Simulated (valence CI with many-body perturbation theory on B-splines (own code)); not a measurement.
**E1 line list for Lu LVIII**

Calculated by valence CI with perturbative core correlation (CI+MBPT): four valence electrons over a frozen Dirac-Fock core [Ne], a basis of 11 s, 11 p, 9 d, 7 f, 5 g, 2 h, 1 i functions for each j, with the one-electron correlation potential Σ1 (screened to all orders), the two-electron term Σ2, the three-electron term Σ3, Breit, model QED; selected single and double excitations, second order for the rest (own B-spline code, finite nucleus).

No measured spectrum was set against this ion. As an estimate, large intervals hold to a few tenths of a per cent, small ones and those within an open d or f shell to about a per cent.

Lines 151 to 200 of 235 in falling wavelength, among levels below 8875.0 × 10³ cm⁻¹, chosen from the strongest by gf and those to the six lowest levels. Wavelengths and rates use the calculated energies. Electric multipoles are in the length gauge, E1 and E2 with the static RPA response of the core. Weak lines are less certain than strong ones. Lines between different terms over intervals too small for the method are left out, as are lines whose strength nearly cancels. The highest levels of a list are the least certain.

Levels are named by their leading jj configuration (3d3/2^4 stands for four electrons in 3d with j = 3/2), which in mixed levels can hold well under half, so a name can repeat and another be missing. Letters in brackets count levels of one name in rising energy.

```
λ vac (nm)                           Upper                   Lower   A (s⁻¹)  S (a.u.)
     2.560  (3s 3p1/2 3p3/2 3d3/2) J=3 [a]  (3s 3p1/2^2 3p3/2) J=2  3.28e+10  1.90e-03
     2.550  (3s 3p1/2 3p3/2 3d5/2) J=2 [d]  (3s^2 3p1/2 3d5/2) J=3  1.37e+12  5.62e-02
     2.547  (3s 3p1/2 3p3/2 3d3/2) J=2 [c]  (3s 3p1/2^2 3p3/2) J=1  5.74e+10  2.34e-03
     2.545  (3s 3p1/2 3p3/2 3d5/2) J=2 [d]  (3s^2 3p1/2 3d5/2) J=2  3.73e+11  1.52e-02
     2.545  (3s 3p1/2 3p3/2 3d3/2) J=2 [b]  (3s 3p1/2^2 3p3/2) J=2  3.29e+11  1.34e-02
     2.543      (3s 3p1/2 3p3/2^2) J=1 [b]  (3s^2 3p1/2 3p3/2) J=1  6.15e+11  1.50e-02
     2.515                (3s 3p3/2^3) J=1      (3s^2 3p3/2^2) J=2  2.51e+12  5.90e-02
     2.505  (3s 3p1/2 3p3/2 3d5/2) J=2 [b]  (3s^2 3p1/2 3d3/2) J=1  1.31e+11  5.07e-03
     2.494  (3s 3p1/2 3p3/2 3d3/2) J=1 [b]  (3s 3p1/2^2 3p3/2) J=1  5.69e+10  1.31e-03
     2.487  (3s 3p1/2 3p3/2 3d3/2) J=2 [d]  (3s 3p1/2^2 3p3/2) J=1  5.41e+10  2.05e-03
     2.476  (3s 3p1/2 3p3/2 3d3/2) J=1 [d]  (3s^2 3p1/2 3d3/2) J=2  1.24e+11  2.79e-03
     2.462  (3s 3p1/2 3p3/2 3d3/2) J=1 [c]  (3s 3p1/2^2 3p3/2) J=1  9.50e+10  2.10e-03
     2.459  (3s 3p1/2 3p3/2 3d3/2) J=2 [e]  (3s^2 3p1/2 3d3/2) J=2  7.43e+11  2.73e-02
     2.429              (3s^2 3d3/2^2) J=2  (3s^2 3p1/2 3d3/2) J=1  2.85e+12  1.01e-01
     2.421  (3s 3p1/2 3p3/2 3d5/2) J=2 [a]  (3s^2 3p1/2 3d3/2) J=2  1.40e+10  4.89e-04
     2.414  (3s 3p1/2 3p3/2 3d3/2) J=2 [c]  (3s 3p1/2^2 3p3/2) J=2  2.53e+11  8.78e-03
     2.387  (3s 3p1/2 3p3/2 3d3/2) J=3 [b]  (3s 3p1/2^2 3p3/2) J=2  1.55e+12  7.26e-02
     2.387          (3s^2 3p3/2 3d3/2) J=3  (3s^2 3p1/2 3p3/2) J=2  1.67e+12  7.83e-02
     2.380          (3s^2 3d3/2 3d5/2) J=3  (3s^2 3p1/2 3d5/2) J=3  1.68e+12  7.82e-02
     2.377  (3s 3p1/2 3p3/2 3d5/2) J=3 [a]  (3s^2 3p1/2 3d3/2) J=2  8.75e+08  4.06e-05
     2.376          (3s^2 3d3/2 3d5/2) J=3  (3s^2 3p1/2 3d5/2) J=2  9.74e+11  4.51e-02
     2.372          (3s^2 3p3/2 3d3/2) J=2  (3s^2 3p1/2 3p3/2) J=2  2.43e+12  8.02e-02
     2.368          (3s^2 3p3/2 3d3/2) J=1  (3s^2 3p1/2 3p3/2) J=2  2.66e+11  5.23e-03
     2.367  (3s 3p1/2 3p3/2 3d3/2) J=1 [b]  (3s 3p1/2^2 3p3/2) J=2  1.69e+12  3.31e-02
     2.361  (3s 3p1/2 3p3/2 3d3/2) J=2 [d]  (3s 3p1/2^2 3p3/2) J=2  2.19e+12  7.11e-02
     2.359  (3s 3p1/2 3p3/2 3d3/2) J=1 [d]  (3s 3p1/2^2 3p3/2) J=1  2.72e+12  5.29e-02
     2.345  (3s 3p1/2 3p3/2 3d3/2) J=3 [c]  (3s 3p1/2^2 3p3/2) J=2  8.69e+10  3.88e-03
     2.344  (3s 3p1/2 3p3/2 3d3/2) J=2 [e]  (3s 3p1/2^2 3p3/2) J=1  1.02e+12  3.24e-02
     2.338  (3s 3p1/2 3p3/2 3d3/2) J=1 [c]  (3s 3p1/2^2 3p3/2) J=2  8.95e+10  1.69e-03
     2.337  (3s 3p1/2 3p3/2 3d3/2) J=0 [b]  (3s 3p1/2^2 3p3/2) J=1  1.73e+12  1.09e-02
     2.333  (3s 3p1/2 3p3/2 3d5/2) J=3 [b]  (3s^2 3p1/2 3d3/2) J=2  2.46e+09  1.08e-04
     2.332          (3s^2 3p3/2 3d3/2) J=2  (3s^2 3p1/2 3p3/2) J=1  1.05e+12  3.30e-02
     2.331  (3s 3p1/2 3p3/2 3d5/2) J=1 [a]  (3s^2 3p1/2 3d3/2) J=2  2.05e+10  3.84e-04
     2.329          (3s^2 3p3/2 3d3/2) J=1  (3s^2 3p1/2 3p3/2) J=1  2.50e+12  4.68e-02
     2.324          (3s^2 3p3/2 3d3/2) J=0  (3s^2 3p1/2 3p3/2) J=1  2.36e+12  1.46e-02
     2.323              (3s^2 3d3/2^2) J=0  (3s^2 3p1/2 3d3/2) J=1  5.32e+12  3.30e-02
     2.322          (3s^2 3p1/2 3d3/2) J=1      (3s^2 3p1/2^2) J=0  3.34e+12  6.18e-02
     2.314  (3s 3p1/2 3p3/2 3d5/2) J=2 [b]  (3s^2 3p1/2 3d3/2) J=2  7.89e+10  2.41e-03
     2.310  (3s 3p1/2 3p3/2 3d5/2) J=2 [a]  (3s 3p1/2^2 3p3/2) J=1  3.07e+10  9.34e-04
     2.272  (3s 3p1/2 3p3/2 3d5/2) J=3 [c]  (3s^2 3p1/2 3d3/2) J=2  7.60e+08  3.08e-05
     2.251  (3s 3p1/2 3p3/2 3d5/2) J=1 [b]  (3s^2 3p1/2 3d3/2) J=2  5.29e+08  8.94e-06
     2.249              (3s^2 3d3/2^2) J=2  (3s^2 3p1/2 3d3/2) J=2  1.76e+12  4.95e-02
     2.245  (3s 3p1/2 3p3/2 3d3/2) J=1 [d]  (3s 3p1/2^2 3p3/2) J=2  7.34e+09  1.23e-04
     2.231  (3s 3p1/2 3p3/2 3d3/2) J=2 [e]  (3s 3p1/2^2 3p3/2) J=2  1.56e+11  4.27e-03
     2.228  (3s 3p1/2 3p3/2 3d5/2) J=1 [a]  (3s 3p1/2^2 3p3/2) J=1  3.72e+11  6.09e-03
     2.212  (3s 3p1/2 3p3/2 3d5/2) J=2 [b]  (3s 3p1/2^2 3p3/2) J=1  6.45e+10  1.72e-03
     2.205  (3s 3p1/2 3p3/2 3d5/2) J=1 [c]  (3s^2 3p1/2 3d3/2) J=2  2.30e+09  3.65e-05
     2.201  (3s 3p1/2 3p3/2 3d5/2) J=2 [a]  (3s 3p1/2^2 3p3/2) J=2  8.36e+10  2.20e-03
     2.199  (3s 3p1/2 3p3/2 3d5/2) J=3 [d]  (3s^2 3p1/2 3d3/2) J=2  2.33e+07  8.57e-07
     2.194  (3s 3p1/2 3p3/2 3d5/2) J=2 [c]  (3s^2 3p1/2 3d3/2) J=2  1.72e+10  4.48e-04
```
